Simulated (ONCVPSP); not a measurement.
**tungsten (W): one change to an ONCV potential, before and after**

```
Element                 : tungsten
Generator               : ONCVPSP 4.0.1
Type                    : optimised norm-conserving Vanderbilt (ONCV)
Functional              : PBE
Relativity              : scalar-relativistic
Frozen core             : [Kr] 4d10
Valence charge          : 28
Reference configuration : 4f14 5s2 5p6 5d4 6s2
Partial waves           : 5s+6s: rc 2.00 bohr, ncon 4, nbas 9, qcut 4.7 1/bohr, 2 projectors; 5p: rc 1.80 bohr, ncon 4, nbas 9, qcut 6.5 1/bohr, 2 projectors, debl 2.4 Ha; 5d: rc 1.70 bohr, ncon 5, nbas 9, qcut 5.4 1/bohr, 2 projectors, debl 3.7 Ha; 4f: rc 0.65 bohr, ncon 3, nbas 8, qcut 29.4 1/bohr, 2 projectors, debl 2.6 Ha
Local potential         : polynomial inside 0.40 bohr (lpopt 5, dvloc0 6 Ha)
Core correction         : none
```

All-electron outer shells of the reference configuration (PBE, scalar-relativistic, ld1.x):

```tsv
shell	level (eV)	outermost node (bohr)	outermost maximum (bohr)
4d	-238.43	0.22	0.45
5s	-79.07	0.53	0.96
5p	-43.20	0.57	1.09
4f	-33.21	–	0.43
6s	-5.71	1.28	2.67
5d	-4.48	0.63	1.49
```

Change: s: qcut 5.5; p: qcut 7.5; d: qcut 6.3; f: qcut 34.1.

Cutoffs: the cutoffs (Ha) at which the residual kinetic energy of the hardest occupied pseudo-wave falls to 1 and 0.1 mHa per electron; they do not see the model core or the augmentation charge, which bear on the density cutoff. Errors are all-electron minus pseudo energies relative to the spin-unpolarised reference configuration.

Q: What does the change do?

A: The potential gets harder (327 Ha and 362 Ha → 366 Ha and 410 Ha); both files keep a bound ghost (d, p, s); the errors of the 4 common tests hardly move.

| quantity | base | changed |
| --- | --- | --- |
| cutoff, loose | 327 Ha | 366 Ha |
| cutoff, tight | 362 Ha | 410 Ha |
| loose cutoff by channel | s 6.5 Ha, p 11 Ha, d 14 Ha, f 327 Ha | s 9.6 Ha, p 15 Ha, d 14 Ha, f 366 Ha |
| bound ghosts | s, p, d | s, p, d |
| GHOST(+) flags under 300 eV | p at 202.0 eV | p at 213.2 eV |
| error for 4f14 5s2 5p6 5d4 6s1, meV [ΔE 8.88 eV] | -5.4 | -5.2 |
| error for 4f14 5s2 5p6 5d4 6s0, meV [ΔE 24.56 eV] | -20 | -19 |
| error for 4f14 5s2 5p6 5d3 6s0, meV [ΔE 49.95 eV] | -15 | -14 |
| error for 4f14 5s2 5p5 5d4 6s2, meV [ΔE 48.94 eV] | -93 | -84 |
| s: phases at 2.02 bohr within 0.05 rad from the reference energy up to (Ha; the scan ends near 5) | to the end of the scan | to the end of the scan |
| p: phases at 1.83 bohr within 0.05 rad from the reference energy up to (Ha; the scan ends near 5) | to the end of the scan | to the end of the scan |
| d: phases at 1.72 bohr within 0.05 rad from the reference energy up to (Ha; the scan ends near 5) | to the end of the scan | to the end of the scan |
| f: phases at 0.66 bohr within 0.05 rad from the reference energy up to (Ha; the scan ends near 5) | to the end of the scan | to the end of the scan |

 A true bound ghost makes a file unfit for plane-wave use even where its test errors are small: the radial tests pick states by their node count and pass the ghost by.
